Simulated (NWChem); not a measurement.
System: SiH2S2Cl2; SMILES [Si](S)(Cl)(Cl)S

```xyz
7

S      1.5057     0.9865     1.1566
Si     0.0000     0.0000    -0.0011
S     -1.5057    -0.9865     1.1566
Cl     1.0685    -1.3004    -1.1994
Cl    -1.0685     1.3004    -1.1994
H      0.6361     1.7157     1.8913
H     -0.6361    -1.7157     1.8913
```
Atoms are numbered in this order, from 1.

Computed with NWChem. Coordinates come from a B3LYP/6-31G* (spherical d) optimisation.

Question: Predict the results for BLYP/def2-SVP. Quantities: highest occupied level (eV); orbital gap (eV); dipole (D).

Answer: 
| Quantity | Result |
|---|---|
| highest occupied level (eV) | -6.23 |
| orbital gap (eV) | 5.14 |
| dipole (D) | 1.67 |
